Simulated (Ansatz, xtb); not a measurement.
## Two isomers of C5H2FNSe

Structure X: `C#Cc1cnc(F)[se]1`, a singlet. Structure Y: `N#Cc1c[se]c(F)c1`, a singlet. Both are isolated molecules in the gas phase, relaxed with B3LYP-D3(BJ)/def2-SVP.

X (Å):

```
atom    x (Å)    y (Å)    z (Å)
   C  -1.3852  -1.5816   2.1734
   C  -0.5723  -0.8446   1.6507
   C   0.3795   0.0156   1.0664
   C   0.5854   0.2915  -0.2667
   C   2.2005   1.6262   0.4152
   F   3.1956   2.4859   0.3334
   N   1.5803   1.1704  -0.6069
  Se   1.6277   1.0084   2.1096
   H  -2.1073  -2.2346   2.6261
   H  -0.0137  -0.1634  -1.0576
```

Y (Å):

```yaml
atoms:
  - { symbol: C, position_ang: [-0.2193, -0.5298, 2.5868] }
  - { symbol: C, position_ang: [0.1789, -0.0486, 1.3001] }
  - { symbol: C, position_ang: [-0.7038, 0.0477, 0.2486] }
  - { symbol: C, position_ang: [1.6938, 0.7909, -0.2657] }
  - { symbol: C, position_ang: [1.5312, 0.3693, 1.0158] }
  - { symbol: F, position_ang: [2.8168, 1.2296, -0.8098] }
  - { symbol: N, position_ang: [-0.5365, -0.9197, 3.6335] }
  - { symbol: Se, position_ang: [0.1120, 0.7078, -1.2937] }
  - { symbol: H, position_ang: [-1.7596, -0.2154, 0.2603] }
  - { symbol: H, position_ang: [2.3395, 0.3508, 1.7461] }
```

Quicker runs give these differences E(Y) − E(X): GFN2-xTB −10.0 kcal/mol; HF/STO-3G −41.0 kcal/mol (at GFN2-xTB geometries); r2SCAN-D4/def2-SVP −24.5 kcal/mol (at GFN2-xTB geometries).

Q: Estimate E(Y) − E(X) at the level CCSD(T)/def2-SVP + ΔMP2/def2-TZVPP.

A: Calculated at CCSD(T)/def2-SVP + ΔMP2/def2-TZVPP: E(Y) − E(X) = −28.3 kcal/mol, so structure Y lies lower.

How the difference moves with the method:

```
                             level               geometry  E(Y) − E(X) (kcal/mol)  departure from the last row (kcal/mol)  job, with rough time for the two
                          GFN2-xTB               GFN2-xTB                     −10.0                                   +18.3              optimisation, 0.18 s
                         HF/STO-3G               GFN2-xTB                     −41.0                                   −12.7              single point, 0.54 s
                r2SCAN-D4/def2-SVP               GFN2-xTB                     −24.5                                    +3.8               single point, 4.8 s
             B3LYP-D3(BJ)/def2-SVP  B3LYP-D3(BJ)/def2-SVP                     −25.5                                    +2.8                optimisation, 38 s
                       HF/def2-SVP  B3LYP-D3(BJ)/def2-SVP                     −29.7                                    −1.4           part of the CCSD(T) run
                      MP2/def2-SVP  B3LYP-D3(BJ)/def2-SVP                     −30.4                                    −2.2           part of the CCSD(T) run
                  CCSD(T)/def2-SVP  B3LYP-D3(BJ)/def2-SVP                     −29.5                                    −1.2                      single point
CCSD(T)/def2-SVP + ΔMP2/def2-TZVPP  B3LYP-D3(BJ)/def2-SVP                     −28.3                                                     single point, 1.7 min
```

As drawn, Y has 1 C≡N, 2 C∷C in place of 1 C≡C, 2 C∷N (∷ is an aromatic bond).

None of the levels shown reverses the order. The largest departure from CCSD(T)/def2-SVP + ΔMP2/def2-TZVPP is that of GFN2-xTB, 18.3 kcal/mol. The last row adds to CCSD(T) the change of the MP2 difference between the two basis sets, here +1.2 kcal/mol.

With thermal terms from frequencies at re-optimised GFN2-xTB minima (ideal gas, soft modes damped towards free rotors, one conformer each, 298.15 K, 1 atm): on the last row, ΔE + ΔZPE = −27.6, ΔH = −27.7, ΔG = −27.5 kcal/mol.

The correlated steps freeze 16 core orbitals; the filled d shell of Se is correlated, in a basis made for valence electrons. Programs: Ansatz 0.2.0, xtb 6.7.1; the last row on 4 threads of Arm Neoverse V1 on a shared host.
